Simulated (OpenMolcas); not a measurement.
## Sn I: effect of correlating more closed shells

```json
{
 "Program": "OpenMolcas 26.06",
 "Basis": "ANO-RCC-VTZP [7s6p4d2f1g]",
 "Scalar Hamiltonian": "DKH2, point nucleus",
 "Active space": "4 electrons in 4 orbitals (5s 5p)",
 "State averaging": "2S+1 = 3 even, 3 roots; 2S+1 = 1 even, 6 roots; 2S+1 = 5 odd, 1 root; 2S+1 = 3 odd, 5 roots",
 "Spin-orbit coupling": "state interaction with AMFI integrals over the reference wave functions, term energies averaged over their components"
}
```

Methods on the same reference wave functions:
A. CASSCF
B. SS-CASPT2, IPEA 0.25 Eh, imaginary shift 0.1 Eh (closed shells correlated: none)
C. SS-CASPT2, IPEA 0.25 Eh, imaginary shift 0.1 Eh (closed shells correlated: 4d)
D. SS-CASPT2, IPEA 0.25 Eh, imaginary shift 0.1 Eh (closed shells correlated: 4s 4p 4d)

Energies in cm⁻¹ above 5s² 5p² ³P₀, the measured ground level; measured values from NIST Handbook of Basic Atomic Spectroscopic Data.

```
      Level      A      B      C      D  Measured
5s² 5p² ³P₀    0.0    0.0    0.0    0.0       0.0
5s² 5p² ³P₁   1450   1479   1442   1444      1692
5s² 5p² ³P₂   3141   3070   3030   3030      3428
5s² 5p² ¹D₂  10425   8620   8490   8440      8613
5s² 5p² ¹S₀  17425  16460  17700  17610     17162
5s 5p³ ⁵S°₂  28014  32750  37900  38550     39626
```

Deviations, from unrounded energies. A percentage is the sum of absolute deviations over the sum of measured energies, with the sign that they share, or ± where signs differ.

| Against measurement | Levels | A | B | C | D |
| --- | --- | --- | --- | --- | --- |
| mean absolute deviation (cm-1) | 5 | 2800 | 1600 | 610 | 470 |
| fine structure of the ground term (%) | 2 | -10.3 | -11.1 | -12.6 | -12.6 |
| other terms of the ground configuration (%) | 2 | +8.1 | ±2.8 | ±2.6 | ±2.4 |
| other configurations (%) | 1 | -29.3 | -17.4 | -4.4 | -2.7 |

D lies closest to measurement on these levels and A furthest from it. The largest miss of D in the table is 5s 5p³ ⁵S°₂, by -1100 cm-1. The ranking rests on the paired levels alone, and a cruder setting can come out closer through cancelling errors.

Among B to D the level of the table that moves most is 5s 5p³ ⁵S°₂, by 5800 cm-1 (lowest in B, highest in D). Moves below CASPT2's spread within the term are not significant.

From A to B the spin-free energies of the other terms of 5s² 5p² shown, above ³P, scale by factors of 0.75 to 0.93.

The lowest spin-free term lies below A's lowest term by 0.037 hartree in B, 0.464 hartree in C, 0.654 hartree in D.

What an inner shell adds also hangs on whether the basis holds functions to correlate it.

CASPT2 does not keep the components of a term degenerate, so their means are used; among the terms shown or strongly mixed into the levels shown the widest spread is 270 cm-1 (5s² 5p² ¹D, D). Over all roots computed the reference weight is 0.91 to 0.99 in B, 0.86 to 0.93 in C, 0.85 to 0.92 in D; the roots of lowest weight are the least certain, and an intruder state may touch them. Terms of s pⁿ other than that of highest spin mix with s² pⁿ⁻² d, which this space lacks; all of them can be thousands of cm-1 off, and some have no real level of that name. Measured partners are found by configuration, term and J. A level has none where our copy of the source lacks it or the pairing is in doubt (some pairs that miss far off the trend of their configuration count as doubtful), and it then counts in no deviation. Levels of configurations outside the active space are missing. Levels that lie high or do not pair safely by name in every column are left out.

° marks odd parity.
